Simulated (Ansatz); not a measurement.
Sn2Se2, relaxed as a singlet with RKS PBE-D4/def2-SVP in Ansatz, starting from the GFN2-xTB geometry. Force threshold 0.02 eV/Å.

In the def2 sets Sn takes a core potential; there is no spin–orbit coupling. The structure comes from a short search, and lower isomers may exist.

Start:

```xyz
4

Sn    0.680   -1.461    0.667
Sn   -0.681    1.459   -0.666
Se    1.263    1.054    1.018
Se   -1.263   -1.052   -1.019
```

| step | energy (eV) | largest force component (eV/Å) | SCF passes |
| --- | --- | --- | --- |
| 1 | -142331.3163 | 0.419 | 17 |
| 2 (rejected) | -142331.2948 | 0.510 | 21 |
| 3 | -142331.3346 | 0.013 | 20 |
| 4 | -142331.3346 | 0.003 | 14 |
| 5 | -142331.3346 | 0.013 | 19 |
| 6 | -142331.3346 | 0.010 | 14 |
| 7 | -142331.3384 | 0.129 | 21 |
| 8 | -142331.3478 | 0.658 | 26 |
| 9 | -142331.3780 | 0.307 | 20 |
| 10 | -142331.3972 | 0.120 | 25 |
| 11 | -142331.4033 | 0.056 | 20 |
| 12 | -142331.4040 | 0.016 | 21 |

Force components are those of the run's own axes.

End:

```
atom   x (Å)   y (Å)   z (Å)
 Sn1   0.483  -1.416   0.865
 Sn2  -0.847   1.441  -0.438
 Se3   1.439   1.036   0.799
 Se4  -1.074  -1.061  -1.226
```

By distances, no bond broke or formed. The bond that changes most is Sn2–Se4, from 2.60 to 2.63 Å (atoms count from 1).

The force fell under the threshold at step 3, but the optimiser went on and released 0.069 eV more. No frequencies were taken in this run, so the end may be a saddle point.

Run time 12 s (4 threads of Arm Neoverse V1 on a shared host).
